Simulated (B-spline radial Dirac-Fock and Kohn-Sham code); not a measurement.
Radiative decay of the 2s hole in Eu

System: the free europium atom in the configuration [Xe] 4f7 6s1 6p1 (an excited configuration).

Method: a relativistic independent-particle model: LDA orbitals of the hole state, radiative multipoles to third order, Auger rates from the Coulomb interaction with a continuum orbital, Dirac-Fock energies. Computed with an atomic code on a B-spline grid.

```
 line  multipole  energy (eV)  width (meV)  share (%)
L1-L2         E1        440.1        0.135     0.0364
L1-L3         E1       1080.5         4.45       1.20
  Lβ4         E1       6440.8          115       31.0
  Lβ3         E1       6573.6          166       44.9
L1-M4         E2       6896.9         2.42      0.654
L1-M5         E2       6925.0         3.62      0.977
  Lγ2         E1       7759.7         27.1       7.32
  Lγ3         E1       7788.8         40.7       11.0
L1-N4         E2       7912.3        0.318     0.0859
L1-N5         E2       7917.5        0.490      0.132
L1-O2         E1       8030.9         3.92       1.06
  Lγ4         E1       8034.7         5.77       1.56
L1-P2         E1       8059.2       0.0714     0.0193
L1-P3         E1       8059.4        0.109     0.0294
```

The listed lines hold 100.0 % of the radiative rate. The radiative width is 0.370 eV in the length form and 0.371 eV in the velocity form; the two differ because the transition energies are not eigenvalue differences of the potential that gave the orbitals.
